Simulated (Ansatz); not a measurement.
C₄H₁₂N (SMILES C[N+](C)(C)C), charge +1, singlet, at a GFN2-xTB geometry; Ansatz (a program for electronic structure) with R2SCAN/def2-SVP.

The Ansatz input:
Ansatz 0.2 input:
```yaml
crystal:
  periodic: [false, false, false]
  atoms:
    - {symbol: C, position_ang: [-0.25342698, -0.62284191, -1.31180330]}
    - {symbol: N, position_ang: [0.00000000, 0.00000000, 0.00000000]}
    - {symbol: C, position_ang: [0.06935110, 1.46414215, -0.15640771]}
    - {symbol: C, position_ang: [-1.09357093, -0.34391601, 0.92671979]}
    - {symbol: C, position_ang: [1.27764681, -0.49738422, 0.54149121]}
    - {symbol: H, position_ang: [-1.19490808, -0.26461226, -1.72465318]}
    - {symbol: H, position_ang: [-0.30728344, -1.70556675, -1.21197051]}
    - {symbol: H, position_ang: [0.54700929, -0.37735136, -2.00764548]}
    - {symbol: H, position_ang: [0.25631726, 1.93850254, 0.80545821]}
    - {symbol: H, position_ang: [-0.86842299, 1.84634022, -0.55598820]}
    - {symbol: H, position_ang: [0.87349438, 1.73360112, -0.83898050]}
    - {symbol: H, position_ang: [-2.04470084, 0.01751703, 0.53957871]}
    - {symbol: H, position_ang: [-1.15707621, -1.42343746, 1.05226138]}
    - {symbol: H, position_ang: [-0.91996060, 0.10967935, 1.90102512]}
    - {symbol: H, position_ang: [1.24137430, -1.57866821, 0.66260856]}
    - {symbol: H, position_ang: [2.09566703, -0.25045282, -0.13306641]}
    - {symbol: H, position_ang: [1.47848991, -0.04555140, 1.51137230]}
basis:
  gaussian:
    orbitals: def2-SVP
    fitting: {mean_field: def2-universal-JKFIT}
hamiltonian:
  xc: r2scan
total_charge: 1
```

What the program printed (banner, timings and long lists left out):

```
Functional definition: r2SCAN
593 factors; integrals over basis functions are off by at most 2.2e-1 eV
mean field evaluation 1: about -5804.5312 eV, gradient 7.7e1 eV
mean field evaluation 2: about -5795.9680 eV, gradient 9.5e1 eV
mean field evaluation 4: about -5819.3047 eV, gradient 5.0e0 eV
mean field evaluation 8: about -5819.3468 eV, gradient 1.1e-2 eV
mean field -5819.34679716 eV, -213.8570503008 hartree, gradient 6.6e-5 eV, S^2 0.000000; 0 other end points of the search recorded, 0 dependent functions left out
reference -5819.34680699 eV, -213.8570506618 hartree; 21, 21 occupied and 109, 109 virtual orbitals, 593 factors
Total energy: -5819.34680699 eV, -213.8570506618 hartree
```
